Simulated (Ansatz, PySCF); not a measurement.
Spin states of HOSc (SMILES [OH][Sc]), each relaxed with B3LYP-D3(BJ)/def2-TZVP.
State 1 (charge 0, multiplicity 1):
```xyz
3

Sc    -0.9548    -0.8365    -0.8519
O      0.1638     0.1726     0.1299
H      0.7579     0.7113     0.6516
```
State 2 (charge 0, multiplicity 3):
| atom | x (Å) | y (Å) | z (Å) |
|---|---|---|---|
| Sc | -0.9873 | -0.8580 | -0.8794 |
| O | 0.1796 | 0.1856 | 0.1435 |
| H | 0.7746 | 0.7198 | 0.6654 |

Singlets are restricted, other states unrestricted; no spin–orbit coupling, no relativity up to Kr; see below for the cores. The largest T1 diagnostic is 0.028.

Programs: Ansatz (a quantum-chemistry and plane-wave program); PySCF for the dispersion terms. Values without a source in brackets are computed.

**Question.** One of these levels gives 0.32 kcal/mol for the energy of the multiplicity-3 state less that of the multiplicity-1 state. Name it.
(A) CAM-B3LYP/def2-TZVPP
(B) B3LYP-D4/def2-TZVPP
(C) r2SCAN/def2-TZVPP
(D) BLYP/def2-TZVPP

**Answer.** A, CAM-B3LYP/def2-TZVPP. The others give 2.69 (BLYP/def2-TZVPP), -7.37 (r2SCAN/def2-TZVPP), 0.68 (B3LYP-D4/def2-TZVPP)
